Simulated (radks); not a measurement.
Initial-state core-level shifts of the dysprosium ion Dy+ when its valence configuration changes from [Xe] 4f10 6s1. All-electron calculation, scalar-relativistic Kohn-Sham, BLYP, spin-unpolarised, spherical densities, finite nucleus; Fermi nuclear charge, rms radius 5.2218 fm. Program: a radial shooting solver on a logarithmic mesh with Libxc functionals. Shifts are changes of the shell-averaged eigenvalues in eV (positive: less bound); the change of the density at the nucleus, which sets a Mossbauer isomer shift, is in e/bohr^3, on a base of 7.78e+05.

valence,1s,3p,3d,4d,density at nucleus
4f9 6s2,-8.697,-10.010,-9.943,-9.324,+83.82
4f10.5 6s0.5,+3.421,+3.899,+3.874,+3.717,-31.16
4f11,+5.886,+6.705,+6.662,+6.431,-55.42
4f10 5d1,+1.448,+1.464,+1.473,+1.516,-37.20
4f10 6p1,-1.342,-1.311,-1.313,-1.328,-36.10
4f10 5d0.5 6s0.5,+0.777,+0.784,+0.789,+0.811,-19.36
4f9.5 6s1.5,-4.093,-4.696,-4.665,-4.409,+38.39
4f8 5d2 6s1,-13.990,-16.902,-16.722,-15.053,+72.76
4f9 5d1 6s1,-6.522,-7.797,-7.718,-7.078,+33.12
